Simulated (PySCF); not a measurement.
Compound: cis-Ti(H2O)2Br4 (singlet state).
Cartesian coordinates in Å at the PBE0-D3(BJ)/def2-SVP level; atoms count from 1:
```
atom  x, y, z in Å
Ti1   -0.5144   -0.0115   -0.5040
O2    -0.3068   -0.0160    1.6844
H3    -0.7044   -0.8027    2.0830
H4    -0.6984    0.7699    2.0904
Br5   -0.3171    0.0001   -2.8527
O6     1.6834   -0.0010   -0.3511
H7     2.0576    0.7927   -0.7593
H8     2.0627   -0.7759   -0.7894
Br9   -2.8578   -0.0211   -0.2738
Br10  -0.1623    2.3721   -0.1406
Br11  -0.1445   -2.3921   -0.1560
```

Method: PySCF, TDDFT wB97X-D/def2-SVPD, vertical, gas phase, core orbitals frozen in the response. Relativistic effects, spin–orbit coupling among them, are left out although an element past zinc is present.

Frontier orbitals with the atoms that hold most of them (Löwdin shares over 4%, at most four atoms; ? is withheld):

```tsv
orbital	ε (eV)	atoms
HOMO-3	-10.17	Br10 44%, Br11 44%
HOMO-2	-9.91	Br5 39%, Br9 39%, Br11 9%, Br10 9%
HOMO-1	-9.69	Br5 27%, Br9 24%, Br10 23%, Br11 23%
HOMO	-9.67	Br10 29%, Br11 29%, Br9 21%, Br5 18%
LUMO	?	?
LUMO+1	-2.02	Ti1 76%, Br10 7%, Br11 7%, Br9 5%
LUMO+2	-2.01	Ti1 80%, Br9 8%, Br5 8%
```

Task: Which atoms hold the LUMO, and with what shares?

Result: Ti1 (bonded to 4 Br and 2 O) 79%; Br11 (bonded to Ti) 5%; Br10 (bonded to Ti) 5%; Br5 (bonded to Ti) 5%. By element: titanium 79%, bromine 15% or more.

Task: What is the LUMO energy, and the HOMO–LUMO gap?

Result: ε(LUMO) = -2.09 eV; the gap is 7.58 eV (0.2785 hartree).

Task: The HOMO–LUMO gap is 7.58 eV. Where does the response calculation put the lowest singlet, and from which orbitals?

Result: S1 is at 2.97 eV (f = 0.0031), 4.61 eV below the gap, made of HOMO→LUMO (90%), HOMO-2→LUMO+2 (9%). 

For S1 the Löwdin share of titanium is at most 4% in HOMO and 79% in LUMO (ligand-to-metal charge transfer by this measure).

Next come S2 at 3.00 eV (f 0.0002), HOMO→LUMO+2 (94%); S3 at 3.02 eV (f 0.0000), HOMO-1→LUMO+2 (97%); S4 at 3.07 eV (f 0.0000), HOMO→LUMO+1 (65%), HOMO-1→LUMO (34%); S5 at 3.09 eV (f 0.0003), HOMO-1→LUMO+1 (84%), HOMO-2→LUMO+2 (13%).
